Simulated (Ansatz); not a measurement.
Reaction: Si2H3 (SMILES [Si][SiH3], doublet) → Si2H3 (SMILES [SiH][SiH2], doublet)
Each species at its own B3LYP-D3(BJ)/def2-TZVP minimum (Ansatz, a quantum-chemistry and plane-wave program).

Total energies in hartree (Ansatz). UHF or UKS for unpaired electrons; spin-orbit terms are left out. Cores are frozen in correlated methods. No relativity. The UHF reference of H3Si2 ([Si][SiH3], doublet) is spin-contaminated (<S^2> up to 0.28 over the pure value in the sets run). The UHF reference of H3Si2 ([SiH][SiH2], doublet) is spin-contaminated (<S^2> up to 0.19 over the pure value in the sets run).

```tsv
species	HF/cc-pV(T+d)Z	CCSD(T)/cc-pV(T+d)Z	HF/cc-pV(Q+d)Z	CCSD(T)/cc-pV(Q+d)Z	CCSDT(Q)/cc-pV(T+d)Z
1: Si2H3 (SMILES [Si][SiH3], doublet)	-579.55587	-579.81084	-579.56161	-579.82889	-579.81303
2: Si2H3 (SMILES [SiH][SiH2], doublet)	-579.54665	-579.80926	-579.55235	-579.82776	-579.81187
```

Problem. Work out the isomerisation energy (electronic) in kJ/mol: take Hartree-Fock from cc-pV(Q+d)Z, extrapolate the CCSD(T) correlation energy as X^-3 (X = 3, 4), and add CCSDT(Q) - CCSD(T) in cc-pV(T+d)Z. 1 hartree = 2625.5 kJ/mol.

Solution. 
Species 1: correlation (64·(-0.26728) - 27·(-0.25497))/37 = -0.27626; step -0.00219; E1 = -579.56161 + (-0.27626) + (-0.00219) = -579.84006
Species 2: correlation (64·(-0.27541) - 27·(-0.26261))/37 = -0.28475; step -0.00261; E2 = -579.55235 + (-0.28475) + (-0.00261) = -579.83971
-1·E1 +1·E2 = 0.00035 hartree = 0.9 kJ/mol.
